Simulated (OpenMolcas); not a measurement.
**neutral arsenic: Slater's ratio, thermal populations, worked from levels**

```yaml
Program: OpenMolcas 26.06
Basis: ANO-RCC-VQZP [7s6p4d2f1g]
Scalar_Hamiltonian: DKH2, point nucleus
Active_space: 5 electrons in 8 orbitals (4s 4p 5s 5p)
State_averaging: 2S+1 = 4 odd, 1 root; 2S+1 = 2 odd, 8 roots; 2S+1 = 4 even, 3 roots; 2S+1 = 2 even, 9 roots
Spin-orbit_coupling: RASSI with atomic mean-field integrals over the reference wave functions, term energies averaged over their components
```

Methods: CASSCF; SS-CASPT2, IPEA 0.25 Eh, imaginary shift 0.1 Eh (closed shells correlated: 3d). Measured levels: NIST Handbook of Basic Atomic Spectroscopic Data.

**Slater's ratio.** With one set of orbitals, p3 has 2D* - 4S* = 9 F2 and 2P* - 2D* = 6 F2 (F2 = F²/25), a ratio of 2/3. Term energies are centres of gravity, weighted by 2J + 1.

```json
{"Source": "CASSCF", "2D* - 4S*": "13993", "2P* - 4S*": "19579", "F2 from the first": "1555", "Ratio": "0.399"}
{"Source": "SS-CASPT2", "2D* - 4S*": "11412", "2P* - 4S*": "18887", "F2 from the first": "1268", "Ratio": "0.655"}
{"Source": "measured", "2D* - 4S*": "10786", "2P* - 4S*": "18494", "F2 from the first": "1198", "Ratio": "0.715"}
```

Energies in cm-1. A ratio away from 2/3 shows effects beyond one configuration with one set of orbitals, and in heavier atoms second-order spin-orbit shifts. In CASSCF the valence s occupation is 1.95 in 2P* against 1.99 in 2D*: mixing out of s² acts most on 2P* and pulls it down.

**Thermal populations.** Z = Σ (2J + 1) exp(-E/kT) with k = 0.695035 cm-1/K, over the levels below. No other level of either list lies under 50400 cm-1, which is above 7 kT at each temperature.

```
          Level  2J + 1  SS-CASPT2  measured
4s2 4p3 4S* 3/2       4        0.0       0.0
4s2 4p3 2D* 3/2       4      11250     10593
4s2 4p3 2D* 5/2       6      11520     10915
4s2 4p3 2P* 1/2       2      18690     18186
4s2 4p3 2P* 3/2       4      18990     18648
```

| T (K) | Z, SS-CASPT2 | Z, measured levels | Ground level (%), SS-CASPT2 | Ground level (%), measured levels |
| --- | --- | --- | --- | --- |
| 5000 | 4.401 | 4.479 | 90.9 | 89.3 |
| 8000 | 5.485 | 5.654 | 72.9 | 70.8 |

At 8000 K, kT = 5560 cm-1, and the computed levels give Z = 4.000 + 0.529 + 0.756 + 0.069 + 0.131 = 5.485.

CASPT2 does not keep the components of a term degenerate, so their means are used; among the terms shown or strongly mixed into the levels shown the widest spread is 89 cm-1 (4s2 4p3 2D*, SS-CASPT2). The run also gave levels led by 4s2 4p2 5s, which use shells meant for correlation; these and all levels above them are left out. Without dynamic correlation excited terms often stand tens of per cent too high (terms of higher spin than the ground term too low), and those without a measured partner can miss by more than the paired ones (holds for CASSCF). Some levels mix across a computed gap that differs much from the measured one, so their mixing is not that of the real levels (holds for CASSCF). Computed and measured levels are paired by configuration, term and J; levels that our copy of the source lacks, or whose pairing is in doubt (as where it misses far off the trend of its configuration), stay unpaired and out of the deviations. Only configurations of the active space appear.

* marks odd parity.
